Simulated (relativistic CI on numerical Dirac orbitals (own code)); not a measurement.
# Slater and spin-orbit integrals, Hf²³⁺

Method of calculation: Dirac-Coulomb-Breit CI, KLI orbitals optimised for each configuration, a model potential for QED, unscaled Slater integrals (own radial code, finite nucleus).

Slater integrals F^k, G^k are unscaled and averaged over j, outside the closed core [Ar] 3d10 4s2; ζ comes from projecting the Hamiltonian with its Breit term on Σ l·s of the shell.

- 4p⁶4d¹⁰4f³: F^2(4f,4f) = 216350, F^4(4f,4f) = 140410, F^6(4f,4f) = 102470, ζ(4f) = 6257.2 cm⁻¹; <r>(4f) = 0.4796, <r^2>(4f) = 0.2652 (bohr units).
- 4p⁶4d¹⁰4f²5s: F^2(4f,4f) = 218980, F^4(4f,4f) = 142220, F^6(4f,4f) = 103830, ζ(4f) = 6444.9, G^3(4f,5s) = 32146 cm⁻¹; <r>(4f) = 0.4747, <r^2>(4f) = 0.2597, <r>(5s) = 0.8491, <r^2>(5s) = 0.8029 (bohr units).
- 4p⁶4d¹⁰4f5s²: ζ(4f) = 6635.3 cm⁻¹; <r>(4f) = 0.4694, <r^2>(4f) = 0.2536 (bohr units).

Averages of the first 10 configurations, taken without configuration mixing, which lowers the lowest level and can move excited configurations by several eV; other configurations of the list can lie among them:

```
Configuration  Parity  States  Average energy above the lowest level (eV)
   4p⁶4d¹⁰4f³     odd     364                                        11.0
 4p⁶4d¹⁰4f²5s    even     182                                        94.5
 4p⁶4d¹⁰4f5s²     odd      14                                       187.5
    4p⁶4d⁹4f⁴    even   10010                                       212.9
 4p⁶4d¹⁰4f²5p     odd     546                                       148.1
4p⁶4d¹⁰4f5s5p    even     168                                       238.4
 4p⁶4d¹⁰4f5p²     odd     210                                       294.6
 4p⁶4d¹⁰4f²5d    even     910                                       221.2
4p⁶4d¹⁰4f5s5d     odd     280                                       313.9
   4p⁵4d¹⁰4f⁴     odd    6006                                       409.8
```
